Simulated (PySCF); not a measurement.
CH$_{4}$BNSi, CH$_{4}$BFSi (calculated)

Calculation on a computer-drawn molecule: the log of a Hartree-Fock and frozen-core CCSD(T) single point meant for a local Hartree-Fock minimum, with one planted fault or none, to be diagnosed. Offsets are logged minus clean, where the clean run is the same molecule without the fault. The reference is restricted for singlets and unrestricted otherwise, and also for a bond in bohr or an excited solution. Adding or removing an electron swaps singlet and doublet. The excited solution moves the top pair (singlet) or top alpha electron (doublet) to the lowest empty orbital. Highest occupied and lowest empty are orbital energies over both spins, largest force is the largest gradient component, triples share is (T) over the correlation energy, the T1 limit is 0.02 restricted and 0.045 unrestricted, electrons count all cores, a negative frequency is imaginary (commonest isotopes), and the dipole is about the centre of nuclear charge. Program: PySCF 2.14.0.

Common to all runs: meant charge 0; meant multiplicity 1; meant basis cc-pV(D+d)Z; logged basis functions 85; logged SCF converged yes; logged CC converged yes; logged SCF stable within its kind yes; possible faults no fault, one electron removed, one electron added, multiplicity raised by two, geometry at a saddle point, SCF held on an excited solution, minimal basis STO-3G, one bond length entered in bohr, all coordinates scaled.

(1) 
```xyz
8
formula=CH4BNSi logged_electrons=37 logged_spin_squared=0.7714 logged_highest_occupied=-1.155 logged_lowest_empty=7.6244 logged_largest_force=0.03322 logged_T1_diagnostic=0.016692 logged_D1_diagnostic=0.045564 logged_triples_share=0.034484 logged_dipole_magnitude=3.7622 logged_energy_HF=-408.24094 logged_energy_CCSD(T)=-408.77393 planted_fault=one_electron_added HF_energy_offset_from_clean_run=-8.614 CCSD(T)_energy_offset_from_clean_run=-11.27
C     -0.0700     2.0410     0.2466
Si     0.0658     0.6220     1.5169
B     -0.2825    -0.9300     0.2212
N     -0.4849    -1.9049    -0.5055
H      0.0828     3.0189     0.7076
H     -1.0549     2.0304    -0.2361
H      0.6676     1.9115    -0.5548
H     -0.6471    -2.6831    -1.0882
```

Units: logged_highest_occupied, logged_lowest_empty in eV; logged_largest_force in hartree/bohr; logged_dipole_magnitude in debye; logged_energy_HF, logged_energy_CCSD(T) in hartree; HF_energy_offset_from_clean_run, CCSD(T)_energy_offset_from_clean_run in kcal/mol.

Drawn bonds:
| atom | other atom | order |
| --- | --- | --- |
| 1 | 2 | 1 |
| 2 | 3 | 1 |
| 3 | 4 | 2 |
| 1 | 5 | 1 |
| 1 | 6 | 1 |
| 1 | 7 | 1 |
| 4 | 8 | 1 |

(2) 
```xyz
8
formula=CH4BNSi logged_electrons=36 logged_spin_squared=2.0074 logged_highest_occupied=-8.0552 logged_lowest_empty=0.29113 logged_largest_force=0.039806 logged_T1_diagnostic=0.018747 logged_D1_diagnostic=0.063637 logged_triples_share=0.035695 logged_dipole_magnitude=1.0155 logged_energy_HF=-408.21077 logged_energy_CCSD(T)=-408.71693 planted_fault=multiplicity_raised_by_two HF_energy_offset_from_clean_run=10.32 CCSD(T)_energy_offset_from_clean_run=24.5
C     -0.0700     2.0410     0.2466
Si     0.0658     0.6220     1.5169
B     -0.2825    -0.9300     0.2212
N     -0.4849    -1.9049    -0.5055
H      0.0828     3.0189     0.7076
H     -1.0549     2.0304    -0.2361
H      0.6676     1.9115    -0.5548
H     -0.6471    -2.6831    -1.0882
```

Units: logged_highest_occupied, logged_lowest_empty in eV; logged_largest_force in hartree/bohr; logged_dipole_magnitude in debye; logged_energy_HF, logged_energy_CCSD(T) in hartree; HF_energy_offset_from_clean_run, CCSD(T)_energy_offset_from_clean_run in kcal/mol.

Drawn bonds:
| atom | other atom | order |
| --- | --- | --- |
| 1 | 2 | 1 |
| 2 | 3 | 1 |
| 3 | 4 | 2 |
| 1 | 5 | 1 |
| 1 | 6 | 1 |
| 1 | 7 | 1 |
| 4 | 8 | 1 |

(3) 
```xyz
8
formula=CH4BFSi logged_electrons=37 logged_spin_squared=0.7719 logged_highest_occupied=-16.788 logged_lowest_empty=-6.4269 logged_largest_force=0.04176 logged_T1_diagnostic=0.021868 logged_D1_diagnostic=0.089425 logged_triples_share=0.026999 logged_dipole_magnitude=4.3904 logged_energy_HF=-452.96781 logged_energy_CCSD(T)=-453.49237 planted_fault=one_electron_removed HF_energy_offset_from_clean_run=169.4 CCSD(T)_energy_offset_from_clean_run=187.3
C      0.1808     2.1567    -0.1274
Si     0.0561     0.2455    -0.2598
B      0.2846    -0.1566     1.7482
F      1.4990    -0.4005     2.2595
H      0.0315     2.6489    -1.0899
H      1.1743     2.4342     0.2492
H     -0.5471     2.5611     0.5861
H     -0.6323    -0.2307     2.5313
```

Units: logged_highest_occupied, logged_lowest_empty in eV; logged_largest_force in hartree/bohr; logged_dipole_magnitude in debye; logged_energy_HF, logged_energy_CCSD(T) in hartree; HF_energy_offset_from_clean_run, CCSD(T)_energy_offset_from_clean_run in kcal/mol.

Drawn bonds:
| atom | other atom | order |
| --- | --- | --- |
| 1 | 2 | 1 |
| 2 | 3 | 1 |
| 3 | 4 | 1 |
| 1 | 5 | 1 |
| 1 | 6 | 1 |
| 1 | 7 | 1 |
| 3 | 8 | 1 |
